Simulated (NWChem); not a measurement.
System: C3H4F2Si; SMILES CC#C[SiH](F)F

NWChem input:

```
start job
memory heap 200 mb stack 900 mb global 1100 mb
geometry units angstroms noautoz
  C     -3.319584     0.275503     0.509520
  C     -1.876415     0.169714     0.397815
  C     -0.652863     0.079043     0.293941
  Si     1.145534    -0.052693     0.136196
  F      1.686713     1.098270    -0.879339
  F      1.527581    -1.486806    -0.533069
  H     -3.703777    -0.337030     1.351311
  H     -3.816322    -0.074475    -0.419136
  H     -3.631165     1.326202     0.684760
  H      1.876498     0.076205     1.426843
end
basis spherical
  * library def2-svp
end
dft
  xc bhlyp
  iterations 150
  mulliken
end
task dft energy
```

Output (shortened):

```
             Northwest Computational Chemistry Package (NWChem) 7.3.0
             --------------------------------------------------------

 C1  symmetry detected

                             Geometry "geometry" -> ""
                             -------------------------

 Output coordinates in angstroms (scale by  1.889725989 to convert to a.u.)

  No.       Tag          Charge          X              Y              Z
 ---- ---------------- ---------- -------------- -------------- --------------
    1 C                    6.0000     0.00009247     3.37732546    -0.18451332
    2 C                    6.0000    -0.00079669     1.93868918     0.00713986
    3 C                    6.0000    -0.00130370     0.71699690     0.16062683
    4 Si                  14.0000     0.00014121    -1.07957962     0.38148957
    5 F                    9.0000     1.30686201    -1.71515108    -0.35160764
    6 F                    9.0000    -1.30615155    -1.71713053    -0.35177963
    7 H                    1.0000    -0.74125880     3.87162123     0.47691167
    8 H                    1.0000    -0.25346042     3.63826952    -1.23296663
    9 H                    1.0000     0.99701747     3.81010792     0.04043125
   10 H                    1.0000     0.00137823    -1.51341883     1.80573490

 Effective nuclear repulsion energy (a.u.)     266.8645564230

                                 NWChem DFT Module
                                 -----------------

 Summary of "ao basis" -> "ao basis" (spherical)
 ------------------------------------------------------------------------------
       Tag                 Description            Shells   Functions and Types
 ---------------- ------------------------------  ------  ---------------------
 C                          def2-svp                 6       14   3s2p1d
 Si                         def2-svp                 8       18   4s3p1d
 F                          def2-svp                 6       14   3s2p1d
 H                          def2-svp                 3        5   2s1p

            General Information
            -------------------
          SCF calculation type: DFT
          Wavefunction type:  closed shell.
          No. of atoms     :    10
          No. of electrons :    54
           Alpha electrons :    27
            Beta electrons :    27
          Charge           :     0
          Spin multiplicity:     1
          Use of symmetry is: off; symmetry adaption is: off
          Maximum number of iterations: 150
          AO basis - number of functions:   108
                     number of shells:    50
          Convergence on energy requested:  1.00D-06
          Convergence on density requested:  1.00D-05
          Convergence on gradient requested:  5.00D-04

              XC Information
              --------------
                        BHLYP Method XC Functional
                     Hartree-Fock (Exact) Exchange  0.500
                        Slater Exchange Functional  0.500 local
                    Becke 1988 Exchange Functional  0.500 non-local
              Lee-Yang-Parr Correlation Functional  1.000

             Grid Information
             ----------------
          Grid used for XC integration:  medium
          Radial quadrature: Mura-Knowles
          Angular quadrature: Lebedev.
          Tag              B.-S. Rad. Rad. Pts. Rad. Cut. Ang. Pts.
          ---              ---------- --------- --------- ---------
          C                   0.70       49          13.0       434
          Si                  1.10       88          12.0       590
          F                   0.50       49          14.0       434
          H                   0.35       45          14.0       434
          Grid pruning is: on
          Number of quadrature shells:   513
          Spatial weights used:  Erf1

      Superposition of Atomic Density Guess
      -------------------------------------

 Sum of atomic energies:        -602.19511469

      Non-variational initial energy
      ------------------------------

 Total energy =    -604.416138
 1-e energy   =   -1362.318496
 2-e energy   =     491.037802
 HOMO         =      -0.335002
 LUMO         =       0.004612

     ---------------------------------------------
      Total Density - Mulliken Population Analysis
     ---------------------------------------------

    Atom       Charge   Shell Charges
 -----------   ------   -------------------------------------------------------
    1 C    6     6.12   1.99  0.94  0.13  2.01  1.03  0.02
    2 C    6     5.89   1.99  0.98  0.30  1.79  0.79  0.04
    3 C    6     6.61   1.99  1.02  0.44  2.04  1.10  0.02
    4 Si  14    12.53   2.00  1.99  0.85  0.17  5.93  0.83  0.47  0.28
    5 F    9     9.58   1.99  1.14  0.78  3.51  2.14  0.00
    6 F    9     9.58   1.99  1.14  0.78  3.51  2.14  0.00
    7 H    1     0.87   0.65  0.19  0.02
    8 H    1     0.87   0.65  0.19  0.02
    9 H    1     0.87   0.65  0.19  0.02
   10 H    1     1.09   0.69  0.40  0.01

   convergence    iter        energy       DeltaE   RMS-Dens  Diis-err
 ---------------- ----- ----------------- --------- --------- ---------
 d= 0,ls=0.0,diis     1   -605.4034874686 -8.72D+02  1.09D-02  7.54D-01
 d= 0,ls=0.0,diis     2   -605.4411438673 -3.77D-02  4.47D-03  6.69D-01
 d= 0,ls=0.0,diis     3   -605.4971513901 -5.60D-02  1.02D-03  1.40D-02
 d= 0,ls=0.0,diis     4   -605.4980891703 -9.38D-04  4.43D-04  4.43D-03
 d= 0,ls=0.0,diis     5   -605.4985913445 -5.02D-04  1.36D-04  5.29D-04
  Resetting Diis
 d= 0,ls=0.0,diis     6   -605.4986552462 -6.39D-05  2.69D-05  1.17D-05
 d= 0,ls=0.0,diis     7   -605.4986566678 -1.42D-06  1.24D-05  8.88D-07
 d= 0,ls=0.0,diis     8   -605.4986567256 -5.79D-08  4.51D-06  5.36D-07

         Total DFT energy =     -605.498656725637
      One electron energy =    -1366.086622395512
           Coulomb energy =      553.207810562968
    Exchange-Corr. energy =      -59.484401316068
 Nuclear repulsion energy =      266.864556422974

 Numeric. integr. density =       54.000000310408

                       DFT Final Molecular Orbital Analysis
                       ------------------------------------

 Vector   25  Occ=2.000000D+00  E=-4.338542D-01
              MO Center=  6.4D-05, -1.2D+00,  8.6D-01, r^2= 2.6D+00
   Bfn.  Coefficient  Atom+Function         Bfn.  Coefficient  Atom+Function
  ----- ------------  ---------------      ----- ------------  ---------------
   104      0.367406  10 H  s               105      0.252307  10 H  s
    66      0.213524   5 F  pz               80      0.213397   6 F  pz
    52      0.208928   4 Si pz               33      0.201025   3 C  py
    69     -0.152959   5 F  pz               83     -0.152881   6 F  pz
    36      0.146849   3 C  py               30     -0.126196   3 C  s

 Vector   26  Occ=2.000000D+00  E=-3.441387D-01
              MO Center=  1.9D-02,  1.4D+00,  9.0D-02, r^2= 2.1D+00
   Bfn.  Coefficient  Atom+Function         Bfn.  Coefficient  Atom+Function
  ----- ------------  ---------------      ----- ------------  ---------------
    32      0.415558   3 C  px               18      0.378742   2 C  px
    35      0.266110   3 C  px               21      0.233230   2 C  px
    99     -0.139996   9 H  s                 4     -0.122690   1 C  px
    89      0.108708   7 H  s               100     -0.082736   9 H  s
     7     -0.072373   1 C  px               65      0.068055   5 F  py

 Vector   27  Occ=2.000000D+00  E=-3.431053D-01
              MO Center= -2.0D-02,  1.3D+00,  8.2D-02, r^2= 2.2D+00
   Bfn.  Coefficient  Atom+Function         Bfn.  Coefficient  Atom+Function
  ----- ------------  ---------------      ----- ------------  ---------------
    34      0.409520   3 C  pz               20      0.375122   2 C  pz
    37      0.267680   3 C  pz               23      0.229710   2 C  pz
    94      0.143208   8 H  s                 6     -0.121051   1 C  pz
    89     -0.098653   7 H  s                95      0.085047   8 H  s
   104     -0.079951  10 H  s                 9     -0.070732   1 C  pz

 Vector   28  Occ=0.000000D+00  E= 2.192496D-02
              MO Center=  2.5D-02,  7.6D-01,  2.6D-01, r^2= 4.3D+00
   Bfn.  Coefficient  Atom+Function         Bfn.  Coefficient  Atom+Function
  ----- ------------  ---------------      ----- ------------  ---------------
    53     -0.512100   4 Si px               21      0.487899   2 C  px
    18      0.376151   2 C  px               35     -0.365458   3 C  px
   100     -0.352002   9 H  s                90      0.264540   7 H  s
    32     -0.227830   3 C  px               63      0.186474   5 F  s
    50     -0.184608   4 Si px               77     -0.184954   6 F  s

 Vector   29  Occ=0.000000D+00  E= 2.762150D-02
              MO Center= -2.9D-02,  8.6D-01,  8.2D-02, r^2= 4.5D+00
   Bfn.  Coefficient  Atom+Function         Bfn.  Coefficient  Atom+Function
  ----- ------------  ---------------      ----- ------------  ---------------
    23      0.525630   2 C  pz               37     -0.426677   3 C  pz
    55     -0.395154   4 Si pz               20      0.382601   2 C  pz
    95      0.382551   8 H  s                54     -0.309571   4 Si py
   105      0.301034  10 H  s                90     -0.271995   7 H  s
    34     -0.244610   3 C  pz               31      0.220096   3 C  s

 Vector   30  Occ=0.000000D+00  E= 8.766120D-02
              MO Center=  9.9D-04,  3.8D+00, -2.3D-01, r^2= 4.8D+00
   Bfn.  Coefficient  Atom+Function         Bfn.  Coefficient  Atom+Function
  ----- ------------  ---------------      ----- ------------  ---------------
     3      3.297982   1 C  s                90     -1.243476   7 H  s
   100     -1.239742   9 H  s                95     -1.229580   8 H  s
    22     -0.664002   2 C  py               17     -0.509347   2 C  s
    46     -0.307599   4 Si s                36     -0.268028   3 C  py
    31     -0.247175   3 C  s                 2      0.195768   1 C  s

[...]
```

Level: BHandHLYP/def2-SVP. Geometry: optimised at PBE-D3(BJ)/def2-SVP.
